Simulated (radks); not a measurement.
Charge is removed step by step from the 3d down level of neutral rubidium, starting from [Ar] 3d(up 5, down 5) 4s2 4p6 5s1. All-electron calculation, scalar-relativistic Kohn-Sham, PBE, spin-polarised, spherical densities, point nucleus; open shells are filled with parallel spins first (spin-orbit coupling, left out, can overturn this in heavy ions). Program: a radial shooting solver on a logarithmic mesh with Libxc functionals.

[
 {"removed (e)": "0", "E - E(0) (eV)": "0.000", "eigenvalue (eV)": "-103.90", "E minus straight line (eV)": "0.000"},
 {"removed (e)": "0.125", "E - E(0) (eV)": "13.176", "eigenvalue (eV)": "-107.00", "E minus straight line (eV)": "-1.417"},
 {"removed (e)": "0.25", "E - E(0) (eV)": "26.743", "eigenvalue (eV)": "-110.16", "E minus straight line (eV)": "-2.442"},
 {"removed (e)": "0.375", "E - E(0) (eV)": "40.709", "eigenvalue (eV)": "-113.38", "E minus straight line (eV)": "-3.068"},
 {"removed (e)": "0.5", "E - E(0) (eV)": "55.080", "eigenvalue (eV)": "-116.65", "E minus straight line (eV)": "-3.290"},
 {"removed (e)": "0.625", "E - E(0) (eV)": "69.862", "eigenvalue (eV)": "-119.96", "E minus straight line (eV)": "-3.100"},
 {"removed (e)": "0.75", "E - E(0) (eV)": "85.062", "eigenvalue (eV)": "-123.33", "E minus straight line (eV)": "-2.492"},
 {"removed (e)": "0.875", "E - E(0) (eV)": "100.69", "eigenvalue (eV)": "-126.74", "E minus straight line (eV)": "-1.460"},
 {"removed (e)": "1", "E - E(0) (eV)": "116.74", "eigenvalue (eV)": "-130.20", "E minus straight line (eV)": "0.000"}
]

Removing the whole electron costs 116.74 eV by Delta-SCF, against 103.90 eV from minus the eigenvalue at the starting occupation. Slater's transition state (half an electron removed) gives 116.65 eV. Integrating minus the eigenvalue over the occupation (Janak's theorem) gives 116.78 eV. In this scalar-relativistic scheme the density is built from large components alone, so the theorem holds only approximately. The mean slope of the eigenvalue, de/dn, is 26.3 eV per electron.
